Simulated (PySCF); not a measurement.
**Working out the ionisation energy of W⁺**

W⁺ [Xe] 4f14 5d4 6s1 (6D) → W²⁺ [Xe] 4f14 5d4 (5D). Computed with PySCF 2.14 in aug-cc-pwCVDZ-PP with ECP60MDF (6s6p5d3f, 70 functions), with scalar relativity through the core potential. Frozen: nothing. Energies in hartree (1 hartree = 27.21139 eV):

| part | W⁺ (lower) | W²⁺ (upper) |
| --- | --- | --- |
| UHF | -66.461010 | -65.909775 |
| CCSD correlation | -0.293075 | -0.262905 |
| (T) | -0.005876 | -0.004359 |

Problem. What does Hartree-Fock give?

Solution. (-65.909775) − (-66.461010) = 0.551235 hartree = 15.000 eV.

Problem. What do CCSD and CCSD(T) give?

Solution. The CCSD correlation energies differ by 0.030170 hartree = 0.821 eV and the triples by 0.001517 hartree = 0.041 eV, so CCSD gives 15.821 eV and CCSD(T) 15.862 eV.

Reference: 16.37 ± 0.15 eV (semi-empirical (NIST evaluation); NIST Atomic Spectra Database, ionization energies), between the lowest levels; spin-orbit coupling is absent from the calculation.

A double-zeta basis recovers only part of the correlation energy.

What remains against the reference includes basis incompleteness and higher excitations.
